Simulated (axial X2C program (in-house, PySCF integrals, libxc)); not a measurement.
## Spin–orbit effects down a group: molecules with Cl (ions), HF

Calculated with an in-house all-electron X2C program for linear molecules (integrals from PySCF), spin-free (one-electron X2C) or two-component (2c: spin–orbit coupling with atomic mean-field Coulomb and Gaunt terms, which also bring small scalar terms), in Dyall basis sets with cores contracted in-house; open shells are unrestricted.

Basis sets: Be dyall-av3z, Ca dyall-acv3z, Cl dyall-av3z, Mg dyall-av3z, Sr dyall-acv3z.

```
molecule  spin-free state  Re (Å)  ωe (cm⁻¹)  De (eV)  2c state  Re 2c (Å)  ωe 2c (cm⁻¹)  De 2c (eV)
   BeCl⁻   M_S = 0, Λ = 0   1.937      578.8     1.38     Ω = 0      1.938         578.7        1.38
   MgCl⁻   M_S = 0, Λ = 0   2.382      303.2     1.15     Ω = 0      2.382         303.1        1.15
   CaCl⁻   M_S = 0, Λ = 0   2.610      279.9     1.73     Ω = 0      2.611         279.8        1.73
   SrCl⁻   M_S = 0, Λ = 0   2.750      231.1     1.76     Ω = 0      2.751         231.0        1.76
```

Fragments in 2c: Cl- + Be, Cl- + Mg, Ca + Cl-, Sr + Cl-. Each entry is the lowest single determinant of a limited PBE0 search at one distance. De goes to single-determinant-based atoms at the same level (for ions the charge split of lowest energy) and is withheld (n/a) where an atom does not fit its ground term or J level. Main or longest-lived isotopes.
